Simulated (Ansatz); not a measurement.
Nudged elastic band run: C$_{2}$H$_{8}$BFO$_{2}$

The input (input.yaml):

```yaml
crystal:
  periodic: [false, false, false]
  atoms:
    - { symbol: B, position_ang: [0.503, 0.418367, -0.214517] }
    - { symbol: F, position_ang: [0.70434, 1.477842, 0.608144] }
    - { symbol: O, position_ang: [0.178005, -0.820228, 0.283861] }
    - { symbol: C, position_ang: [0.007513, -0.998912, 1.699436] }
    - { symbol: O, position_ang: [0.633185, 0.635263, -1.558725] }
    - { symbol: C, position_ang: [0.423033, -0.458196, -2.465724] }
    - { symbol: H, position_ang: [-1.395218, 2.453223, 1.649185] }
    - { symbol: H, position_ang: [-2.04605, 2.678063, 1.938089] }
    - { symbol: H, position_ang: [0.762713, -0.438727, 2.276979] }
    - { symbol: H, position_ang: [-0.998314, -0.665509, 2.012402] }
    - { symbol: H, position_ang: [0.110129, -2.075812, 1.908631] }
    - { symbol: H, position_ang: [-0.524107, -0.984316, -2.25292] }
    - { symbol: H, position_ang: [1.252136, -1.186497, -2.402308] }
    - { symbol: H, position_ang: [0.389636, -0.034461, -3.482534] }
basis:
  gaussian: { orbitals: "6-31G*" }
hamiltonian:
  xc: revpbe
  dispersion: d4
neb:
  order_check: false
  images: 5
  f_tol: 0.05
  max_iterations: 60
  final_atoms:
    - { symbol: B, position_ang: [-0.63070497, 0.36808561, -0.15904188] }
    - { symbol: F, position_ang: [1.14893165, 2.02052933, 1.26833029] }
    - { symbol: O, position_ang: [-0.10532967, -0.76991531, 0.39119393] }
    - { symbol: C, position_ang: [-0.14337606, -0.93643567, 1.81950499] }
    - { symbol: O, position_ang: [-0.4911955, 0.65253777, -1.48629688] }
    - { symbol: C, position_ang: [0.28161417, -0.23837954, -2.31455512] }
    - { symbol: H, position_ang: [0.22989666, 2.0892859, 1.0427626] }
    - { symbol: H, position_ang: [-1.28166967, 1.16734892, 0.49449582] }
    - { symbol: H, position_ang: [0.52102678, -0.19807045, 2.29934304] }
    - { symbol: H, position_ang: [-1.17074278, -0.81600234, 2.21162023] }
    - { symbol: H, position_ang: [0.21030408, -1.95618224, 2.04259589] }
    - { symbol: H, position_ang: [-0.22279188, -1.21551333, -2.4136554] }
    - { symbol: H, position_ang: [1.28707024, -0.40041335, -1.89017475] }
    - { symbol: H, position_ang: [0.36696794, 0.23322471, -3.30612376] }
  initial_path:
    images:
      - { positions_ang: [[0.503, 0.418367, -0.214517], [0.70434, 1.477842, 0.608144], [0.178005, -0.820228, 0.283861], [0.007513, -0.998912, 1.699436], [0.633185, 0.635263, -1.558725], [0.423033, -0.458196, -2.465724], [-1.395218, 2.453223, 1.649185], [-2.04605, 2.678063, 1.938089], [0.762713, -0.438727, 2.276979], [-0.998314, -0.665509, 2.012402], [0.110129, -2.075812, 1.908631], [-0.524107, -0.984316, -2.25292], [1.252136, -1.186497, -2.402308], [0.389636, -0.034461, -3.482534]] }
      - { positions_ang: [[0.25362073, 0.44081566, -0.15757555], [0.75583943, 1.48482774, 0.64899279], [0.04207259, -0.79002706, 0.365182], [-0.02972256, -0.97770242, 1.77209456], [0.34208103, 0.67023061, -1.49456721], [0.39035949, -0.35834378, -2.41269146], [-1.03651813, 2.2237301, 1.36629237], [-1.77281072, 2.27237919, 1.48552458], [0.79625317, -0.48241043, 2.27540102], [-0.96605715, -0.58111341, 2.16032454], [0.01326901, -2.05289476, 1.97035179], [-0.40776784, -1.03241264, -2.25489325], [1.29859209, -0.88978362, -2.30579281], [0.32078985, 0.07280483, -3.41864435]] }
      - { positions_ang: [[0.00424147, 0.46326432, -0.1006341], [0.80733886, 1.49181347, 0.68984158], [-0.09385983, -0.75982611, 0.446503], [-0.06695813, -0.95649283, 1.84475313], [0.05097707, 0.70519822, -1.43040941], [0.35768598, -0.25849156, -2.35965892], [-0.67781825, 1.99423719, 1.08339973], [-1.49957144, 1.86669537, 1.03296016], [0.82979334, -0.52609386, 2.27382303], [-0.93380029, -0.49671783, 2.30824707], [-0.08359098, -2.02997752, 2.03207258], [-0.29142868, -1.08050929, -2.2568665], [1.34504818, -0.59307023, -2.20927763], [0.2519437, 0.18007066, -3.35475471]] }
      - { positions_ang: [[-0.2451378, 0.48571298, -0.04369266], [0.85883829, 1.49879921, 0.73069037], [-0.22979224, -0.72962517, 0.52782399], [-0.10419369, -0.93528325, 1.91741169], [-0.2401269, 0.74016583, -1.36625162], [0.32501247, -0.15863934, -2.30662638], [-0.31911838, 1.76474429, 0.8005071], [-1.22633216, 1.46101156, 0.58039574], [0.86333352, -0.56977728, 2.27224505], [-0.90154344, -0.41232224, 2.45616961], [-0.18045098, -2.00706027, 2.09379337], [-0.17508951, -1.12860593, -2.25883975], [1.39150427, -0.29635685, -2.11276244], [0.18309755, 0.28733648, -3.29086506]] }
      - { positions_ang: [[-0.37366019, 0.44650386, -0.0821424], [0.95553608, 1.67270925, 0.90990368], [-0.18830472, -0.74305522, 0.48228064], [-0.11725448, -0.93566739, 1.88477612], [-0.32381643, 0.71095648, -1.40626671], [0.31054637, -0.18521941, -2.30926929], [-0.13611337, 1.87292482, 0.88125893], [-1.244778, 1.36312401, 0.55176244], [0.74923127, -0.44587501, 2.28127771], [-0.99127655, -0.54688227, 2.37465315], [-0.05019929, -1.99010093, 2.07672754], [-0.1909903, -1.15757507, -2.31044497], [1.35669293, -0.33104235, -2.03856655], [0.24438768, 0.26929923, -3.29595129]] }
      - { positions_ang: [[-0.50218258, 0.40729473, -0.12059214], [1.05223387, 1.84661929, 1.08911698], [-0.14681719, -0.75648527, 0.43673728], [-0.13031527, -0.93605153, 1.85214056], [-0.40750597, 0.68174713, -1.44628179], [0.29608027, -0.21179947, -2.31191221], [0.04689165, 1.98110536, 0.96201077], [-1.26322383, 1.26523646, 0.52312913], [0.63512903, -0.32197273, 2.29031038], [-1.08100967, -0.68144231, 2.29313669], [0.08005239, -1.97314158, 2.05966172], [-0.20689109, -1.1865442, -2.36205018], [1.32188159, -0.36572785, -1.96437065], [0.30567781, 0.25126197, -3.30103753]] }
      - { positions_ang: [[-0.63070497, 0.36808561, -0.15904188], [1.14893165, 2.02052933, 1.26833029], [-0.10532967, -0.76991531, 0.39119393], [-0.14337606, -0.93643567, 1.81950499], [-0.4911955, 0.65253777, -1.48629688], [0.28161417, -0.23837954, -2.31455512], [0.22989666, 2.0892859, 1.0427626], [-1.28166967, 1.16734892, 0.49449582], [0.52102678, -0.19807045, 2.29934304], [-1.17074278, -0.81600234, 2.21162023], [0.21030408, -1.95618224, 2.04259589], [-0.22279188, -1.21551333, -2.4136554], [1.28707024, -0.40041335, -1.89017475], [0.36696794, 0.23322471, -3.30612376]] }
```

Command:

```bash
$ ansatz run input.yaml --threads 2 --pin off --max-ram 3072MiB --backend cpu --events-out ev --progress --plain --runs-dir out
```

Output, in part (warnings, iteration lines, the closing report on the highest movable image, with atoms numbered from 0):

```
NEB end point (image 0): max|allowed force component| = 1.933e-2 eV/Å (the criterion of neb.relax_end_points is 1.000e-2)
NEB end point (image 6): max|allowed force component| = 2.955e-2 eV/Å (the criterion of neb.relax_end_points is 1.000e-2)
NEB iter   1: max|band force component| = 3.473e0 eV/Å  barrier→ = 2.4442 eV  barrier← = 0.9739 eV  Δτ_max = 0.1991 Å  (202 SCF iters)
NEB iter   2: max|band force component| = 1.790e0 eV/Å  barrier→ = 2.3181 eV  barrier← = 0.8478 eV  Δτ_max = 0.2000 Å  (169 SCF iters)
NEB iter   3: max|band force component| = 1.719e0 eV/Å  barrier→ = 1.9938 eV  barrier← = 0.5235 eV  Δτ_max = 0.1978 Å  (169 SCF iters)
NEB iter   4: max|band force component| = 1.930e0 eV/Å  barrier→ = 2.0165 eV  barrier← = 0.5462 eV  Δτ_max = 0.1002 Å  (158 SCF iters)
NEB iter   5: max|band force component| = 1.246e0 eV/Å  barrier→ = 1.9031 eV  barrier← = 0.4328 eV  Δτ_max = 0.1012 Å  (146 SCF iters)
NEB iter   6: max|band force component| = 3.698e-1 eV/Å  barrier→ = 1.7612 eV  barrier← = 0.2909 eV  CI = image 4  Δτ_max = 0.1984 Å  (146 SCF iters)
NEB iter   7: max|band force component| = 1.642e0 eV/Å  barrier→ = 1.9697 eV  barrier← = 0.4993 eV  CI = image 4  Δτ_max = 0.1002 Å  (155 SCF iters)
NEB iter   8: max|band force component| = 1.684e0 eV/Å  barrier→ = 2.0145 eV  barrier← = 0.5442 eV  CI = image 4  Δτ_max = 0.1996 Å  (149 SCF iters)
NEB iter   9: max|band force component| = 1.630e0 eV/Å  barrier→ = 2.0832 eV  barrier← = 0.6129 eV  CI = image 4  Δτ_max = 0.1990 Å  (142 SCF iters)
NEB iter  10: max|band force component| = 1.552e0 eV/Å  barrier→ = 2.1229 eV  barrier← = 0.6526 eV  CI = image 4  Δτ_max = 0.1985 Å  (142 SCF iters)
NEB iter  11: max|band force component| = 1.385e0 eV/Å  barrier→ = 2.1657 eV  barrier← = 0.6953 eV  CI = image 4  Δτ_max = 0.1980 Å  (150 SCF iters)
NEB iter  12: max|band force component| = 1.287e0 eV/Å  barrier→ = 2.2112 eV  barrier← = 0.7409 eV  CI = image 4  Δτ_max = 0.2000 Å  (144 SCF iters)
NEB iter  13: max|band force component| = 1.099e0 eV/Å  barrier→ = 2.2654 eV  barrier← = 0.7951 eV  CI = image 4  Δτ_max = 0.1978 Å  (146 SCF iters)
NEB iter  14: max|band force component| = 1.070e0 eV/Å  barrier→ = 2.3427 eV  barrier← = 0.8724 eV  CI = image 4  Δτ_max = 0.1975 Å  (145 SCF iters)
NEB iter  15: max|band force component| = 7.584e-1 eV/Å  barrier→ = 2.3787 eV  barrier← = 0.9084 eV  CI = image 4  Δτ_max = 0.1987 Å  (140 SCF iters)
NEB iter  16: max|band force component| = 1.662e0 eV/Å  barrier→ = 2.3802 eV  barrier← = 0.9099 eV  CI = image 4  Δτ_max = 0.1009 Å  (150 SCF iters)
NEB iter  17: max|band force component| = 3.408e-1 eV/Å  barrier→ = 2.3707 eV  barrier← = 0.9004 eV  CI = image 4  Δτ_max = 0.2000 Å  (147 SCF iters)
NEB iter  18: max|band force component| = 2.678e0 eV/Å  barrier→ = 2.3673 eV  barrier← = 0.8970 eV  CI = image 4  Δτ_max = 0.1017 Å  (153 SCF iters)
NEB iter  19: max|band force component| = 5.484e-1 eV/Å  barrier→ = 2.3644 eV  barrier← = 0.8941 eV  CI = image 4  Δτ_max = 0.0620 Å  (147 SCF iters)
NEB iter  20: max|band force component| = 1.364e-1 eV/Å  barrier→ = 2.3615 eV  barrier← = 0.8912 eV  CI = image 4  Δτ_max = 0.2000 Å  (146 SCF iters)
NEB iter  21: max|band force component| = 7.369e-1 eV/Å  barrier→ = 2.3600 eV  barrier← = 0.8897 eV  CI = image 4  Δτ_max = 0.1000 Å  (153 SCF iters)
NEB iter  22: max|band force component| = 1.655e-1 eV/Å  barrier→ = 2.3583 eV  barrier← = 0.8880 eV  CI = image 4  Δτ_max = 0.1434 Å  (146 SCF iters)
NEB iter  23: max|band force component| = 2.856e-1 eV/Å  barrier→ = 2.3572 eV  barrier← = 0.8869 eV  CI = image 4  Δτ_max = 0.0721 Å  (149 SCF iters)
NEB iter  24: max|band force component| = 1.321e-1 eV/Å  barrier→ = 2.3562 eV  barrier← = 0.8859 eV  CI = image 4  Δτ_max = 0.1463 Å  (148 SCF iters)
NEB iter  25: max|band force component| = 6.269e-1 eV/Å  barrier→ = 2.3554 eV  barrier← = 0.8851 eV  CI = image 4  Δτ_max = 0.0745 Å  (152 SCF iters)
NEB iter  26: max|band force component| = 8.663e-1 eV/Å  barrier→ = 2.3549 eV  barrier← = 0.8845 eV  CI = image 4  Δτ_max = 0.0364 Å  (146 SCF iters)
NEB iter  27: max|band force component| = 1.754e-1 eV/Å  barrier→ = 2.3544 eV  barrier← = 0.8841 eV  CI = image 4  Δτ_max = 0.0723 Å  (145 SCF iters)
NEB iter  28: max|band force component| = 1.587e-1 eV/Å  barrier→ = 2.3538 eV  barrier← = 0.8835 eV  CI = image 4  Δτ_max = 0.0725 Å  (143 SCF iters)
NEB iter  29: max|band force component| = 2.448e-1 eV/Å  barrier→ = 2.3534 eV  barrier← = 0.8831 eV  CI = image 4  Δτ_max = 0.0362 Å  (146 SCF iters)
NEB iter  30: max|band force component| = 1.260e-1 eV/Å  barrier→ = 2.3531 eV  barrier← = 0.8828 eV  CI = image 4  Δτ_max = 0.0361 Å  (145 SCF iters)
NEB iter  31: max|band force component| = 1.596e-1 eV/Å  barrier→ = 2.3527 eV  barrier← = 0.8824 eV  CI = image 4  Δτ_max = 0.0180 Å  (145 SCF iters)
NEB iter  32: max|band force component| = 7.122e-2 eV/Å  barrier→ = 2.3527 eV  barrier← = 0.8824 eV  CI = image 4  Δτ_max = 0.0360 Å  (151 SCF iters)
NEB iter  33: max|band force component| = 6.315e-2 eV/Å  barrier→ = 2.3528 eV  barrier← = 0.8825 eV  CI = image 4  Δτ_max = 0.0655 Å  (149 SCF iters)
NEB iter  34: max|band force component| = 1.751e-1 eV/Å  barrier→ = 2.3528 eV  barrier← = 0.8825 eV  CI = image 4  Δτ_max = 0.0326 Å  (147 SCF iters)
NEB iter  35: max|band force component| = 8.026e-2 eV/Å  barrier→ = 2.3530 eV  barrier← = 0.8827 eV  CI = image 4  Δτ_max = 0.0651 Å  (146 SCF iters)
NEB iter  36: max|band force component| = 7.853e-2 eV/Å  barrier→ = 2.3536 eV  barrier← = 0.8833 eV  CI = image 4  Δτ_max = 0.0506 Å  (144 SCF iters)
NEB iter  37: max|band force component| = 1.229e-1 eV/Å  barrier→ = 2.3542 eV  barrier← = 0.8839 eV  CI = image 4  Δτ_max = 0.0254 Å  (145 SCF iters)
NEB iter  38: max|band force component| = 4.079e-2 eV/Å  barrier→ = 2.3545 eV  barrier← = 0.8842 eV  CI = image 4  Δτ_max = 0.0000 Å  (294 SCF iters)
Total energy: -9689.77477318 eV, -356.0926549490 hartree
Atom 0 at    -0.270992     0.516548    -0.058340 Å, force    -0.013059     0.016880     0.011492 eV/Å
Atom 1 at     0.663134     1.585962     0.932921 Å, force     0.009725     0.007170     0.010592 eV/Å
Atom 2 at    -0.175595    -0.768320     0.426852 Å, force    -0.002184    -0.002350    -0.003970 eV/Å
Atom 3 at    -0.286978    -1.004675     1.831974 Å, force     0.002252     0.002247     0.000159 eV/Å
Atom 4 at    -0.142686     0.833515    -1.386247 Å, force    -0.004752    -0.010590    -0.005606 eV/Å
Atom 5 at     0.617095    -0.040193    -2.236047 Å, force    -0.003889     0.017796     0.019492 eV/Å
Atom 6 at    -0.530598     1.663700     0.856479 Å, force    -0.007867    -0.013429    -0.012658 eV/Å
Atom 7 at    -1.349435     1.221158     0.438282 Å, force     0.017561    -0.005460    -0.005454 eV/Å
Atom 8 at    -0.331357    -2.095105     1.982591 Å, force     0.000589     0.000202     0.000425 eV/Å
Atom 9 at     0.581315    -0.592170     2.374226 Å, force    -0.000432     0.000330    -0.000037 eV/Å
Atom 10 at    -1.211198    -0.551058     2.242816 Å, force     0.000275    -0.000465     0.000932 eV/Å
Atom 11 at     1.693872     0.202481    -2.170161 Å, force    -0.003675    -0.008721    -0.003056 eV/Å
Atom 12 at     0.274703     0.127738    -3.269993 Å, force     0.006010    -0.005102    -0.001103 eV/Å
Atom 13 at     0.468720    -1.099483    -1.965354 Å, force    -0.000554     0.001493    -0.011206 eV/Å
Dipole moment:    -0.083055    -0.207964     0.147275 e Å
```

The run converged. Neighbouring images differ by up to 2.3 eV, so the band resolves the path poorly. A vibrational analysis at the climbing image gives one clearly imaginary mode, 1012i cm⁻¹: a first-order saddle point. Another band between the same ends, with other settings, climbed to 1.48 eV only, so this may not be the lowest route. The orbitals stay closed-shell, which can raise the energy where a bond breaks towards radicals; this wasn't checked here.

Final band (atoms are numbered from 1 in the order of the input):

| image | path coordinate (Å) | energy (kJ/mol) | B1–F2 (Å) | H7–H8 (Å) | B1–H8 (Å) |
| --- | --- | --- | --- | --- | --- |
| 0 | 0.00 | 0.0 | 1.36 | 0.75 | 4.03 |
| 1 | 2.38 | 0.2 | 1.36 | 0.75 | 3.99 |
| 2 | 4.77 | 0.0 | 1.36 | 0.75 | 3.91 |
| 3 | 7.15 | 1.9 | 1.36 | 0.75 | 3.22 |
| 4 | 9.53 | 227.2 | 1.73 | 1.02 | 1.38 |
| 5 | 12.80 | 142.5 | 2.83 | 1.81 | 1.22 |
| 6 | 16.07 | 141.9 | 2.82 | 1.85 | 1.22 |

Time of the run: 2.6 min on 2 threads of AMD EPYC 9R45 96-Core Processor (Zen 5), on a shared host, peak memory 0.17 GiB.
